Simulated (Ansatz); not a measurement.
The first iterations of a band of H3NSSn (6 atoms, charge 0, multiplicity 1).

These are results of RHF/def2-SVP in Ansatz 0.2.0, not measurements.

| Property | Result |
| --- | --- |
| movable images | 6 |
| climbing image | no |
| spring | 5.0 eV/Å² |
| optimiser | quadratic models (default) |
| start path | through a guess of the saddle point |
| force threshold | 0.05 eV/Å |
| iteration limit | 60 |
| end points | relaxed |

Initial state:

```xyz
6
Properties=species:S:1:pos:R:3
N -0.916 0.214 -0.990
Sn 0.263 -1.211 -0.195
S 1.200 0.314 1.510
H -0.980 1.166 -0.680
H -1.525 0.047 -1.769
H 1.999 -0.594 2.078
```

Final state:

```xyz
6
Properties=species:S:1:pos:R:3
N -0.914 0.214 -0.989
Sn 0.260 -1.216 -0.195
S 1.196 0.313 1.505
H -1.526 0.050 -1.766
H -0.973 1.166 -0.677
H 1.999 -0.590 2.076
```

| iteration | highest image above the first end (eV) | largest band force component (eV/Å) |
| --- | --- | --- |
| 1 | 21.936 | 147.569 |
| 2 | 19.266 | 126.479 |
| 3 | 6.799 | 50.019 |
| 4 | 3.310 | 25.652 |
| 5 | 1.344 | 10.793 |

Task: Does the band converge within its limit, and where does its top end?

Result: The forces met the threshold. It ended after 16 iterations with the highest image 0.481 eV above the first end. No image climbed, so the highest image needn't sit at the top of the path.

Time of the run: 110 s on 1 thread of Arm Neoverse V2, with other jobs on the host, peak memory 0.25 GiB.
